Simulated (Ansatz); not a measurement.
# Energy profile

The step: C₂H₅Br (CCBr) → C₂H₄ (C=C) + HBr; bonds formed: Br1–H8; bonds broken: Br1–C2, C5–H8 (atoms numbered as in the saddle structure below).

```csv
atom,x (Å),y (Å),z (Å)
Br1,-1.2832,-1.9992,0.3051
C2,-0.1323,0.2355,-0.7261
H3,-1.1252,0.6230,-0.9143
H4,0.3021,-0.3833,-1.5007
C5,0.5507,0.5217,0.4460
H6,1.6019,0.2692,0.5231
H7,0.1644,1.2830,1.1135
H8,-0.0786,-0.5499,0.7533
```

Electronic energies by CCSD(T) at an estimated basis limit (MP2 extrapolated from triple and quadruple zeta, plus CCSD(T) − MP2 in triple zeta), on PBE0-D4/def2-TZVP structures; C₂H₅Br, closed shell; no counterpoise correction. Computed with Ansatz 0.2.0 (basis: def2-TZVPP and def2-QZVPP); correlated methods freeze the cores. Filled d shells of the heavier atoms are correlated. The def2 sets are not built for correlating such inner shells, so the correlated values are less sure here. Extrapolation: Hartree–Fock as exp(−7.88 √X), correlation as X^−2.97.

(1) Give the profile in kcal/mol, counted from the start structure. (To be estimated.)

T1 diagnostic: at most 0.022.

Answers

(1) The calculation gives:
```
                                                                                           point  kcal/mol
                                                                                 start structure      0.00
                                                                                          saddle     60.60
                                                                                   end structure     21.02
separated: HBr (Br1, H8; singlet) + C₂H₄ (linked as [CH2][CH2]; C2, H3, H4, C5, H6, H7; singlet)     23.68
```

For scale, one of the runs: CCSD(T)/def2-TZVPP, 180 basis functions, launched by `ansatz run in.yaml --threads 4 --pin off --events-out ev --progress --plain --max-ram 9574MiB`. Time: 34 s of wall clock on 4 CPU threads of an Intel Xeon Platinum 8259CL; the host was shared. Peak host memory: 1.8 GiB.
